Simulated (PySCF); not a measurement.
C8H7 (doublet state).
Cartesian coordinates in Å at the GFN2-xTB level; atoms count from 1:
```xyz
15
C8H7 angstrom
C      2.4659    2.2308   -3.1242
C      2.0670    1.4115   -2.3369
C      1.6180    0.4901   -1.4445
C      1.2408   -0.3554   -0.6703
C      0.7358   -1.3153    0.2920
C     -0.3646   -0.6960    1.0870
C     -1.6572   -1.1710    1.0980
C     -2.6816   -0.6068    1.8096
H      2.8115    2.9430   -3.8111
H      1.5641   -1.6097    0.9509
H      0.3800   -2.2059   -0.2349
H     -0.1167    0.1920    1.6502
H     -1.8727   -2.0562    0.5101
H     -3.6721   -1.0216    1.7939
H     -2.5227    0.2728    2.4083
```

The hyperfine couplings belong to this conformer and change with its torsions.

As a line formula: `C#CC#CC[CH]C=C` [radical].

Method used: UKS B3LYP, pcH-1 on C H, non-relativistic, mean-field spin-orbit, GIAO (PySCF). Geometry: GFN2-xTB, one conformer, isolated molecule. Couplings are sensitive to structure, and on GFN2-xTB geometries they can be far from those on DFT ones. No stability test was run, so a lower SCF solution isn't excluded. ⟨S²⟩ is 0.776 where a pure state has 0.75.

The Mulliken spin populations are largest on C8 (+0.68), C6 (+0.66) and C7 (-0.26). The angles at C8 add up to 360.0°, so it is planar; its axial dipolar tensor and the negative couplings of its protons fit spin in a p orbital normal to that plane.

Test a(H) = Q·ρ(C) for the protons on planar carbons with a spin population beyond ±0.08.

| H | C | ρ(C) | a(H) (G) | a/ρ (G) |
| --- | --- | --- | --- | --- |
| H12 | C6 | +0.656 | -14.38 | -21.9 |
| H13 | C7 | -0.263 | +4.27 | -16.2 |
| H14 | C8 | +0.677 | -15.01 | -22.2 |
| H15 | C8 | +0.677 | -14.24 | -21.0 |

A least-squares line through the origin gives Q = -21.4 G with Mulliken populations. In every row coupling and population have opposite signs. Where ρ is negative the coupling is positive.

Leave H12 and its like out of the fit. How well does the relation then predict its coupling?

The other protons give Q = -21.2 G, so a = -21.2 × 0.656 ≈ -13.92 G, against the computed -14.38 G.

How do the β-proton couplings of this frozen conformer go with θ, the angle between the C–H bond and the normal to the plane of the spin centre's three neighbours, both seen down the bond from centre to carbon?

```tsv
β H	on	centre	θ (°)	cos²θ	a (G)
H10	C5	C6	31	0.73	+23.19
H11	C5	C6	89	0.00	+0.62
```

Couplings in gauss use g_iso = 2.0026.
